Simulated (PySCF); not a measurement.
Working out the excitation energy of Ir

Ir [Xe] 4f14 5d7 6s2 (4F) → Ir [Xe] 4f14 5d7 6s1 7s1 (6F). All numbers are calculated (PySCF 2.14, scalar relativity through the core potential, in aug-cc-pVDZ-PP with ECP60MDF (5s5p4d2f, 54 functions)). Frozen: 5s2 5p6. Energies in hartree (1 hartree = 27.21139 eV):

```csv
part,Ir (lower),Ir (upper)
UHF,-103.622435,-103.450086
CCSD correlation,-0.208348,-0.158176
(T),-0.006797,-0.003351
```

What does Hartree-Fock give?

(-103.450086) − (-103.622435) = 0.172349 hartree = 4.690 eV.

What do CCSD and CCSD(T) give?

The CCSD correlation energies differ by 0.050172 hartree = 1.365 eV and the triples by 0.003446 hartree = 0.094 eV, so CCSD gives 6.055 eV and CCSD(T) 6.149 eV.

A double-zeta basis recovers only part of the correlation energy.
